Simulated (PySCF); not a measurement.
Two species compared at the same levels of theory.

First species: C5H8.
SMILES: `CCC1C=C1`

Second species: C5H9FN2Si.
SMILES: `C(C#N)[C@@H]1C[Si@H](N1)CF`

Levels: PBE0/pcSseg-1 for dipole moment, HOMO energy, LUMO energy and HOMO–LUMO gap; GFN2-xTB for rotational constant A and rotational constant C. Geometries: GFN2-xTB. Each species is one conformer at its optimised geometry, gas phase, non-relativistic unless stated. Electronic properties by PySCF.

Dipoles, sizes and rotational constants follow the conformer. The torsions of the flexible species, by atom-mapped SMILES:
- `[CH3:1][CH2:2][CH:3]1[CH:4]=[CH:5]1`: C1–C2–C3–C4 86°
- `[N:1]#[C:2][CH2:3][C@@H:4]1[CH2:5][Si@@H:6]([CH2:7][F:8])[NH:9]1`: C2–C3–C4–C5 -67°, C5–Si6–C7–F8 179°

Values for the first species:

| Item | Value |
| --- | --- |
| Dipole moment | 0.38 D |
| HOMO energy | -7.15 eV |
| LUMO energy | 0.12 eV |
| HOMO–LUMO gap | 7.27 eV |
| Rotational constant A | 14.023 GHz |
| Rotational constant C | 2.953 GHz |

(1) Estimate the same properties for the second species, and the change in each.

Answers

(1) 
```
             property       first     second  second less first
        dipole moment      0.38 D     2.51 D            +2.13 D
          HOMO energy    -7.15 eV   -7.25 eV           -0.10 eV
          LUMO energy     0.12 eV   -0.06 eV           -0.18 eV
        HOMO–LUMO gap     7.27 eV    7.19 eV           -0.08 eV
rotational constant A  14.023 GHz  5.307 GHz         -8.716 GHz
rotational constant C   2.953 GHz  0.532 GHz         -2.421 GHz
```

On the first: The dipole matches unit charges of opposite sign 0.08 Å apart (1 e·Å = 4.8032 D). A dipole of 0.38 D is allowed in C1, and pure rotational transitions are dipole-allowed.

On the second: The dipole equals about 8.4 × 10⁻³⁰ C·m (1 D = 3.33564 × 10⁻³⁰ C·m).
